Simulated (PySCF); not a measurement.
SbH2Cl, SMILES [Cl][SbH2].

Geometry optimised at PBE0-D3(BJ)/def2-TZVP. The def2 effective core potentials stand for the cores of Sb; spin–orbit coupling is left out.

Level of theory: PySCF with TDDFT-B3LYP/def2-TZVPD.

Vertical excitations.  State labels are in the subgroup Cs.

Computed excitation energies, oscillator strengths and character:
```csv
state,symmetry,energy (eV),λ (nm),f,main pairs
S1,A',4.57,271,0.031,HOMO→LUMO 98 %
S2,A",5.29,235,0.004,HOMO−1→LUMO 100 %
S3,A",6.08,204,0.063,HOMO→LUMO+1 94 %
S4,A',6.12,203,0.047,"HOMO→LUMO+2 50 %, HOMO−2→LUMO 47 %"
S5,A',6.17,201,0.069,"HOMO−2→LUMO 47 %, HOMO→LUMO+2 46 %"
S6,A',6.85,181,0.021,HOMO−1→LUMO+1 90 %
S7,A",7.04,176,0.002,HOMO−3→LUMO 96 %
S8,A",7.08,175,0.014,HOMO−1→LUMO+2 96 %
S9,A",7.47,166,0.043,HOMO−2→LUMO+1 92 %
S10,A',7.70,161,0.066,"HOMO→LUMO+3 38 %, HOMO−2→LUMO+2 33 %, HOMO−4→LUMO 23 %"
T1,A',3.86,321,0,HOMO→LUMO 98 %
T2,A",4.91,252,0,HOMO−1→LUMO 94 %
T3,A",5.01,248,0,HOMO→LUMO+1 90 %
T4,A',5.49,226,0,HOMO−2→LUMO 88 %
```
Triplets are in the Tamm–Dancoff approximation, which puts them higher than full response would, so one can lie above its singlet here.
